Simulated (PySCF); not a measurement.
## Successive ionisation energies of praseodymium

Calculated with PySCF 2.14, two-component X2C-1e (Gaussian nucleus, no Breit or QED terms), each ion in its own even-tempered basis; GMP2 freezes the deep shells of the larger ions and drops the highest virtual spinors; eV.

```tsv
ion	configuration	GHF (spin-free)	GHF (screened spin-orbit)	GMP2 (screened spin-orbit)	NIST	kind
Pr³²⁺	[Ar] 3d9	2115.9	2108.3	2109.7	2108 ± 4	theoretical
Pr³³⁺	[Ar] 3d8	2210.1	2203.3	2204.4	2202 ± 5	theoretical
Pr³⁴⁺	[Ar] 3d7	2305.9	2304.4	2304.9	2304 ± 5	theoretical
Pr³⁵⁺	[Ar] 3d6	2396.8	2401.6	2402.0	2400 ± 5	theoretical
Pr³⁶⁺	[Ar] 3d5	2525.5	2503.1	2502.4	2501 ± 5	theoretical
Pr³⁷⁺	[Ar] 3d4	2620.2	2627.6	2628.7	2628 ± 4	theoretical
Pr³⁸⁺	[Ar] 3d3	2722.8	2728.6	2729.3	2729 ± 4	theoretical
Pr³⁹⁺	[Ar] 3d2	2827.3	2839.4	2839.2	2838 ± 4	theoretical
Pr⁴⁰⁺	[Ar] 3d1	2926.1	2941.7	2941.3	2941 ± 4	theoretical
Pr⁴¹⁺	[Ar]	3266.3	3229.3	3230.2	3227 ± 4	theoretical
Pr⁴²⁺	[Ne] 3s2 3p5	3354.6	3320.3	3321.4	3319 ± 4	theoretical
Pr⁴³⁺	[Ne] 3s2 3p4	3443.8	3420.9	3421.1	3419 ± 4	theoretical
```
